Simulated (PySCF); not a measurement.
A PySCF script (with the pyscf-properties extension) for the NMR shieldings of `[Si@H](C)([SiH3])COCC=O`, C₄H₁₂O₂Si₂, on a GFN2-xTB geometry:

```python
import basis_set_exchange as bse
import numpy as np
from pyscf import gto, dft
from pyscf.prop import nmr

atoms = """
C    -2.149119   -1.790864   -0.348498
Si   -1.407361   -0.200843   -1.088836
Si   -1.792343    1.670658    0.223042
C     0.494543   -0.443620   -1.137629
O     0.883732   -0.304399    0.222855
C     2.269410   -0.283067    0.424942
C     2.901028    1.030900    0.031310
O     4.071898    1.208586   -0.145794
H    -1.745870   -1.973894    0.644057
H    -3.228759   -1.714700   -0.257042
H    -1.931092   -2.664846   -0.957454
H    -1.834162   -0.125372   -2.502432
H    -1.141116    2.874126   -0.311186
H    -1.332845    1.530139    1.606736
H    -3.225767    1.980514    0.290240
H     0.811454   -1.423428   -1.516281
H     0.988844    0.314052   -1.757371
H     2.770306   -1.112566   -0.096876
H     2.430897   -0.412358    1.502653
H     2.161174    1.851660   -0.058563
"""
names = dict.fromkeys(["C", "Si", "O", "H"], "pcSseg-1")
basis = {el: gto.basis.parse(bse.get_basis(n, elements=[el], fmt="nwchem")) for el, n in names.items()}
mol = gto.M(atom=atoms, basis=basis, charge=0, verbose=0)
mf = dft.RKS(mol, xc="PBE0")
mf.grids.level = 2
mf.grids.alignment = dft.numint.BLKSIZE   # the property module wants whole blocks of grid points
mf.conv_tol = 1e-9
mf.kernel()

calc = nmr.RKS(mf)   # GIAO
C = mf.mo_coeff
Co = C[:, mf.mo_occ > 0]
resp = mf.gen_response(singlet=True, hermi=2)
def vind(x):   # induced exchange potential for any number of trial vectors
    d = np.einsum("pi,xij,qj->xpq", C, 2 * x.reshape(-1, C.shape[1], Co.shape[1]), Co, optimize=True)
    return np.einsum("xpq,pi,qj->xij", resp(d - d.transpose(0, 2, 1)), C, Co, optimize=True).ravel()
mo1, _ = nmr.rhf.solve_mo1(calc, with_cphf=vind)
sigma = calc.kernel(mo1)
for i, s in enumerate(sigma):   # ppm
    w = np.linalg.eigvalsh((s + s.T) / 2)
    print("%2d %-2s iso %8.1f  s11 %8.1f  s22 %8.1f  s33 %8.1f" % (i, mol.atom_pure_symbol(i), w.mean(), *w))
```

**Question.** Give the expected output.

**Answer.** 
```
 0 C  iso    192.6  s11    185.0  s22    193.7  s33    199.1
 1 Si iso    389.7  s11    351.6  s22    406.7  s33    410.8
 2 Si iso    467.0  s11    455.0  s22    463.6  s33    482.5
 3 C  iso    120.8  s11     84.6  s22    103.9  s33    173.9
 4 O  iso    316.4  s11    292.6  s22    310.4  s33    346.4
 5 C  iso    103.7  s11     84.5  s22     91.1  s33    135.6
 6 C  iso    -27.7  s11   -114.8  s22    -44.6  s33     76.4
 7 O  iso   -387.8  s11  -1069.8  s22   -467.4  s33    373.7
 8 H  iso     31.1  s11     26.5  s22     29.7  s33     37.2
 9 H  iso     31.5  s11     26.5  s22     28.8  s33     39.3
10 H  iso     31.3  s11     26.5  s22     28.2  s33     39.2
11 H  iso     27.3  s11     24.2  s22     25.1  s33     32.7
12 H  iso     28.2  s11     24.7  s22     26.0  s33     34.0
13 H  iso     28.1  s11     24.6  s22     26.7  s33     32.8
14 H  iso     28.4  s11     24.8  s22     26.0  s33     34.3
15 H  iso     28.3  s11     24.8  s22     27.2  s33     32.8
16 H  iso     28.4  s11     24.8  s22     27.3  s33     33.0
17 H  iso     28.0  s11     24.3  s22     26.6  s33     33.2
18 H  iso     27.4  s11     22.9  s22     26.0  s33     33.4
19 H  iso     21.5  s11     19.3  s22     20.5  s33     24.7
```

These numbers come from an equivalent density-fitted implementation of the same equations, which agrees with the script to about 0.01 ppm for H and up to a few tenths of a ppm for heavy atoms, so last digits may differ.

**Question.** Turn these shieldings into chemical shifts. Referencing at the same level of theory: TMS for ¹³C (σref 186.93) and ²⁹Si (σref 349.16) and ¹H (σref 31.72); ¹⁷O (σref 336.08) against H2O.

**Answer.** Averaging equivalent atoms: C 6: 214.6; C 5: 83.2; C 3: 66.1; C 0: -5.7; Si 1: -40.5; Si 2: -117.9; O 7: 723.9; O 4: 19.6; H 19: 10.20; H 11: 4.39; H 18: 4.31; H 17: 3.68; H 12/13/14: 3.50; H 15: 3.43; H 16: 3.35; H 8/9/10: 0.40 ppm. Unscaled 17O shifts of doubly bonded oxygen tend to come out too high, by tens of ppm or more. Experimental scales use liquid or dissolved standards, which lie at an offset from isolated H2O (liquid H2O: subtract about 36 ppm).

Size and cost of the density-fitted run: 210 basis functions, 71 s wall time on 1 thread of an Arm Neoverse N1, shared host; peak memory 1 GiB.
